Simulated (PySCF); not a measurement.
# How methods differ on the fine-structure interval of Ba⁴⁷⁺

Ba⁴⁷⁺ [He] 2s2 2p5 [2p1/2^2 2p3/2^3, M_J = 3/2] → Ba⁴⁷⁺ [He] 2s2 2p5 [2p1/2^1 2p3/2^4, M_J = 1/2], as a difference of total energies. All numbers are calculated (PySCF 2.14, the two-component X2C-1e Hamiltonian, in an uncontracted even-tempered set (17 s from 26 bohr⁻², ratio 2.4; 13 p from 34 bohr⁻², ratio 2.4; 5 d from 120 bohr⁻², ratio 2.6; 4 f from 180 bohr⁻², ratio 2.6)). Correlated levels: nothing frozen; the 32 highest virtual spinors dropped. "Screened" scales the spin-orbit matrix elements by Boettger's factors to mimic the two-electron term; Breit and QED terms are absent.

```json
{"method": "GHF (screened spin-orbit)", "fine-structure interval (cm⁻¹)": "3223800"}
{"method": "GMP2 (screened spin-orbit)", "fine-structure interval (cm⁻¹)": "3224900"}
{"method": "GHF (bare spin-orbit)", "fine-structure interval (cm⁻¹)": "3350400"}
```
